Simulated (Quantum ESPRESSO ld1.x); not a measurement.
All-electron atom: Se+ in [Ar] 3d10 4s2 4p3 (the NIST ground configuration).

Method: Dirac Kohn-Sham, PW86 exchange with PBE correlation, spin-unpolarised, spherical densities, point nucleus; open shells are shared between the two j in proportion to 2j + 1; computed with ld1.x of Quantum ESPRESSO 7.5.

Energy parts (eV):
part                     energy
total                  -66128.2
kinetic                 67715.8
electron-nucleus      -159306.6
Hartree                 27858.7
exchange-correlation    -2396.1

Orbitals (lengths in bohr, moments of r in powers of bohr; <r^-3> diverges for s and p1/2; r(max) is where P^2 peaks; r(90%) holds 90 % of the orbital's charge):
orbital  occ.  eigenvalue (eV)   r(max)  r(90%)   <1/r>  <r^-3>
1s1/2       2         -12515.3  0.02878  0.0788   34.58       -
2s1/2       2         -1617.32   0.1644   0.303   7.690       -
2p1/2       2         -1451.29   0.1296   0.276   7.651       -
2p3/2       4         -1409.52   0.1328   0.281   7.415    1177
3s1/2       2         -224.283   0.5021   0.855   2.500       -
3p1/2       2         -167.460   0.4948   0.891   2.377       -
3p3/2       4         -161.604   0.5033   0.907   2.321   166.6
3d3/2       4         -63.9462   0.4527    1.04   2.038   20.33
3d5/2       6         -63.0551   0.4554    1.05   2.023   19.69
4s1/2       2         -26.8625    1.489    2.59  0.7594       -
4p1/2       1         -15.6807    1.727    3.19  0.6236       -
4p3/2       2         -15.2409    1.759    3.25  0.6113   12.57
4d3/2       0          -3.4880    3.363    6.99  0.2953  0.3554
4d5/2       0          -3.4733    3.379    7.02  0.2940  0.3462
5s1/2       0          -5.3029    4.310    7.12  0.2654       -

The highest occupied level is 4p3/2 at -15.241 eV. Summed over all electrons, <r^2> = 31.15 bohr^2, which gives a Langevin (diamagnetic) susceptibility term of -24.7 x 10^-6 cm^3/mol.
